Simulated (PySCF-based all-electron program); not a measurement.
# Distorting TaCl5, singlet

Calculated with an in-house all-electron program built on PySCF, in large uncontracted Gaussian sets near the basis limit; Koelling–Harmon scalar relativity, no spin–orbit coupling, spin-restricted. Forces are good to about 0.022 eV/Å. Atoms are numbered as listed.

Shape A:

```csv
atom,x (Å),y (Å),z (Å)
Ta,0.0000,0.0000,0.0000
Cl,0.0000,0.0000,2.3300
Cl,0.0000,0.0000,-2.3300
Cl,2.2790,0.0000,0.0000
Cl,-1.1395,1.9737,0.0000
Cl,-1.1395,-1.9737,0.0000
```

PBE forces:

| atom | Fx | Fy | Fz (eV/Å) |
| --- | --- | --- | --- |
| Ta1 | 0.000 | 0.000 | 0.000 |
| Cl2 | 0.000 | 0.000 | 0.024 |
| Cl3 | 0.000 | 0.000 | -0.024 |
| Cl4 | 0.042 | 0.000 | 0.000 |
| Cl5 | -0.021 | 0.037 | 0.000 |
| Cl6 | -0.021 | -0.037 | 0.000 |

What forces does r2SCAN give in shape A?

The forces move by 0.217 eV/Å (r.m.s. over the atoms) from PBE.

```csv
atom,Fx,Fy,Fz (eV/Å)
Ta1,0.000,0.000,0.000
Cl2,0.000,0.000,-0.184
Cl3,0.000,0.000,0.184
Cl4,-0.214,0.000,0.000
Cl5,0.107,-0.185,0.000
Cl6,0.107,0.185,0.000
```

Shape B:

```tsv
atom	x (Å)	y (Å)	z (Å)
Ta	0.0000	0.0000	0.0000
Cl	0.0000	0.0000	2.0970
Cl	0.0000	0.0000	-2.3300
Cl	2.2790	0.0000	0.0000
Cl	-1.1395	1.9737	0.0000
Cl	-1.1395	-1.9737	0.0000
```

Against shape A, Ta1–Cl2 goes from 2.330 to 2.097 Å.

PBE forces:

```json
{"atom": "Ta1", "Fx": "0.000", "Fy": "0.000", "Fz (eV/Å)": "-4.595"}
{"atom": "Cl2", "Fx": "0.000", "Fy": "0.000", "Fz (eV/Å)": "5.449"}
{"atom": "Cl3", "Fx": "0.000", "Fy": "0.000", "Fz (eV/Å)": "-0.426"}
{"atom": "Cl4", "Fx": "0.360", "Fy": "0.000", "Fz (eV/Å)": "-0.143"}
{"atom": "Cl5", "Fx": "-0.180", "Fy": "0.312", "Fz (eV/Å)": "-0.143"}
{"atom": "Cl6", "Fx": "-0.180", "Fy": "-0.312", "Fz (eV/Å)": "-0.143"}
```

What forces does r2SCAN give in shape B?

The forces move by 0.193 eV/Å (r.m.s. over the atoms) from PBE.

| atom | Fx | Fy | Fz (eV/Å) |
| --- | --- | --- | --- |
| Ta1 | 0.000 | 0.000 | -4.587 |
| Cl2 | 0.000 | 0.000 | 5.291 |
| Cl3 | 0.000 | 0.000 | -0.246 |
| Cl4 | 0.125 | 0.000 | -0.153 |
| Cl5 | -0.062 | 0.108 | -0.153 |
| Cl6 | -0.062 | -0.108 | -0.153 |
